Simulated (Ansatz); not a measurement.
Program: Ansatz. Geometries: PBE0-D4/def2-TZVP. ΔE: electronic, gas phase. CBS: MP2 limit from def2 TZ/QZ plus the TZ coupled-cluster correction, frozen cores. This one scheme is used for every species. Functionals use def2-TZVPP. One conformer a species, not always the lowest.

Reaction (hydrogenolysis of a C–Si bond): `[AlH2][O]C[SiH2]S` + H₂ → `C[O][AlH2]` + `[SiH3]S`

`[AlH2][O]C[SiH2]S`:

Cartesian coordinates in Å:
```
Al 0.496 1.055 2.133
O 0.491 -0.079 0.874
C 0.827 0.010 -0.492
Si -0.725 -0.340 -1.508
S -1.474 -2.274 -1.005
H 1.019 2.516 1.823
H -0.034 0.533 3.522
H 1.232 0.999 -0.755
H 1.603 -0.727 -0.729
H -1.717 0.727 -1.202
H -0.453 -0.357 -2.969
H -1.266 -2.063 0.308
```

H₂:

Cartesian coordinates in Å:
```
H 0.226 0.287 0.076
H -0.226 -0.287 -0.076
```

`C[O][AlH2]`:

```xyz
8

C     0.467    0.560    1.030
O    -0.377   -0.348    0.385
Al   -0.646   -0.757   -1.229
H    -0.123    1.266    1.622
H     1.083    1.136    0.327
H     1.139    0.029    1.713
H     0.186   -0.012   -2.353
H    -1.728   -1.873   -1.494
```

`[SiH3]S`:

Cartesian coordinates in Å:
```
Si 0.324 0.416 0.023
S -0.781 -1.164 -0.898
H -0.571 1.379 0.715
H 1.025 1.091 -1.094
H 1.312 -0.106 1.001
H -1.309 -1.616 0.252
```

Question: Is it downhill or uphill in electronic energy at CCSD(T)/CBS, and by how much? (Best estimate.)

Answer: The calculation gave: Downhill: ΔE = -27.1 kJ/mol.

Question: What do these levels give: PBE-QIDH, PBE, RPA@PBE/def2-TZVPP, CCSD/def2-SVP, HF/def2-TZVPP, CCSD(T)/def2-TZVPP? (An estimate is asked.)

Answer: The calculation gave: PBE-QIDH -32.2, PBE -31.1, RPA@PBE/def2-TZVPP -32.8, CCSD/def2-SVP -42.9, HF/def2-TZVPP -61.2, CCSD(T)/def2-TZVPP -30.1 kJ/mol.

Largest T1 diagnostic among the species: 0.013.

From r2SCAN to r2SCAN0 (25 % exact exchange), in def2-TZVPP and without D4, ΔE moves by −4.8 kJ/mol. At CCSD(T), def2-SVP lies −11.3 kJ/mol from the extrapolated value and def2-TZVPP −3.0 kJ/mol.
